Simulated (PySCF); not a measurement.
## Barium: highly charged ions in a basis for the neutral atom

Ba¹³⁺ [Kr] 4d7, Ba¹⁴⁺ [Kr] 4d6. All numbers are calculated (PySCF 2.14, the spin-free X2C one-electron Hamiltonian (Gaussian nucleus), in Sapporo-DKH3-DZP-2012 (8s6p3d, 41 functions)). No spin-orbit coupling, so a gap to NIST mixes the basis error with missing relativistic terms.

Changed run: basis of the neutral atom used for a highly charged ion. This setting is unsound on purpose.

```
species  method  sound run (hartree)  changed run (hartree)  converged
  Ba¹³⁺     UHF              not run            -8076.04966        yes
  Ba¹³⁺    MN15              not run            -8084.24573        yes
  Ba¹³⁺     LDA              not run            -8071.32979        yes
  Ba¹⁴⁺     UHF              not run            -8063.90959        yes
  Ba¹⁴⁺    MN15              not run            -8072.04690        yes
  Ba¹⁴⁺     LDA              not run            -8059.11977        yes
```

Ionisation energy of Ba¹³⁺:

| method | changed run (eV) | NIST (eV) |
| --- | --- | --- |
| UHF | 330.35 | 325 ± 3 |
| MN15 | 331.95 | 325 ± 3 |
| LDA | 332.25 | 325 ± 3 |

The contracted functions were made for the neutral atom and can be too rigid for a highly charged ion.
